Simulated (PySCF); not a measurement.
Dipole moment and polarisability of allyl propionate

Compound: allyl propionate, C6H10O2.
SMILES with atom numbers: `[CH2:1]=[CH:2][CH2:3][O:4][C:5](=[O:6])[CH2:7][CH3:8]` (hydrogens: H9, H10 on C1; H11 on C2; H12, H13 on C3; H14, H15 on C7; H16, H17, H18 on C8)

Geometry (PBE0-D3(BJ)/def2-SVP, Å), atoms numbered from 1 in this order:
```xyz
18
C6H10O2 angstrom
C      2.6474    0.8917    0.1221
C      2.6550   -0.3897   -0.2391
C      1.4832   -1.3139   -0.1760
O      0.3222   -0.6710    0.3212
C     -0.6609   -0.3900   -0.5533
O     -0.6337   -0.6948   -1.7153
C     -1.7862    0.3417    0.1283
C     -2.9219    0.6913   -0.8115
H      1.7399    1.3624    0.5092
H      3.5458    1.5081    0.0431
H      3.5761   -0.8490   -0.6175
H      1.6984   -2.1552    0.5043
H      1.2689   -1.7297   -1.1739
H     -2.1232   -0.2908    0.9667
H     -1.3542    1.2376    0.6046
H     -3.7133    1.2401   -0.2814
H     -3.3634   -0.2144   -1.2512
H     -2.5663    1.3145   -1.6444
```

Level: CAM-B3LYP/def2-SVPD (PySCF), static field, nuclei fixed, core orbitals frozen in the response. The polarisability tensor in these axes (au):

```
x   89.75 -3.13  3.17
y   -3.13 78.89  4.67
z    3.17  4.67 69.76
```

Q: Give the principal values, the mean and the anisotropy Δα = √{½[(α1 − α2)² + (α2 − α3)² + (α1 − α3)²]}.

A: Principal values 67.03, 80.60 and 90.78 au; mean 79.47 au = 11.78 Å³ = 13.10 × 10⁻⁴⁰ C²·m²/J; Δα = 20.63 au (26 % of the mean).

Q: What is the dipole moment, and where does it point?

A: (0.32, 0.14, 1.67) D, 1.71 D in size, pointing from the negative to the positive side. Measured along this direction, the outermost atoms are H18 and H17 at the negative end and H9 and H10 at the positive end.

Q: What depolarisation ratio follows for Rayleigh scattering of linearly polarised light, taking the static tensor?

A: ρ = 3Δα²/(45ᾱ² + 4Δα²) = 1276.9/(284187 + 1702.5) = 0.00447.

Q: Estimate the molar refractivity from the static electronic polarisability.

A: Lorentz–Lorenz: R = (4π/3)N_A α = 2.5225 cm³/(mol·Å³) × 11.78 Å³ = 29.7 cm³/mol, in the limit of long wavelengths.

Q: Form Σ f/ω² (atomic units) for the 6 lowest TDDFT singlets, given as eV and f, and set it beside the mean polarisability, which is this sum over all singlets: 6.04, 0.0006; 7.29, 0.0345; 7.51, 0.3157; 7.74, 0.0276; 7.89, 0.0044; 7.92, 0.0248.

A: They add up to 5.32 au, 6.7 % of the 79.47 au; the largest single term is 4.15 au, from the state at 7.51 eV. Terms in order: 0.01, 0.48, 4.15, 0.34, 0.05, 0.29 au. Higher excitations give the rest. The strengths listed sum to 0.407.

Q: Refractivity n − 1 of an ideal gas of it at 350 K and 1 atm, from the electronic α?

A: N = p/kT = 2.0968 × 10¹⁹ cm⁻³, so n − 1 = 2π × N × 11.78 × 10⁻²⁴ cm³ = 1551 × 10⁻⁶ at long wavelengths.

Q: Give the principal axes and the span of the nuclei along them.

A: Largest value along (0.97, -0.22, 0.10), where the nuclei span 7.50 Å; middle along (0.16, 0.89, 0.43), 3.76 Å; least along (-0.18, -0.40, 0.90), 2.91 Å. The response follows the extents in order.

One conformer (not necessarily the lowest) at the PBE0-D3(BJ)/def2-SVP geometry, without solvent, vibrations or thermal averaging.

The run behind these numbers computed excited states as well. The run took 56 s of wall time on one thread of an INTEL XEON PLATINUM 8581C at 2.10 GHz, shared host with 80 logical CPUs at a one-minute load of 14, and the process peaked at 1.2 GiB of memory.
